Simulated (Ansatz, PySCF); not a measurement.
Spin states of BrOTa (SMILES [O]=[Ta][Br]), each relaxed with B3LYP-D3(BJ)/def2-TZVP.
State 1 (charge 0, multiplicity 3):
```xyz
3

Ta     0.532    -0.322     0.396
O      1.238    -0.102    -1.148
Br    -1.804     0.472     0.682
```
State 2 (charge 0, multiplicity 1):
| atom | x (Å) | y (Å) | z (Å) |
|---|---|---|---|
| Ta | 0.5579 | -0.3479 | 0.4484 |
| O | 1.1303 | -0.0679 | -1.1284 |
| Br | -1.7213 | 0.4631 | 0.6097 |

Singlets are restricted, other states unrestricted; no spin–orbit coupling, no relativity up to Kr; see below for the cores. The largest T1 diagnostic is 0.029.

Correlated levels freeze the inner cores; with def2 sets outer-core shells near the valence are correlated too.

Programs: Ansatz (an electronic-structure program) with Gaussian orbitals; PySCF for the dispersion terms. Each number belongs to the level named beside it. In def2 rows elements past Kr take small-core potentials, without spin–orbit coupling.

**Question.** One of these levels gives 4.55 kcal/mol for the energy of the multiplicity-1 state less that of the multiplicity-3 state. Name it.
(A) BHLYP-D3(BJ)/def2-TZVPP
(B) r2SCAN-D3(BJ)/def2-TZVPP
(C) B2PLYP/def2-TZVPP
(D) CCSD/def2-QZVPP

**Answer.** D, CCSD/def2-QZVPP. The others give 13.36 (r2SCAN-D3(BJ)/def2-TZVPP), 9.84 (BHLYP-D3(BJ)/def2-TZVPP), 3.08 (B2PLYP/def2-TZVPP)

Doubts at one or more of the structures used: a restricted determinant that unrestricted orbitals would lower (B2PLYP/def2-TZVPP, CCSD/def2-QZVPP).
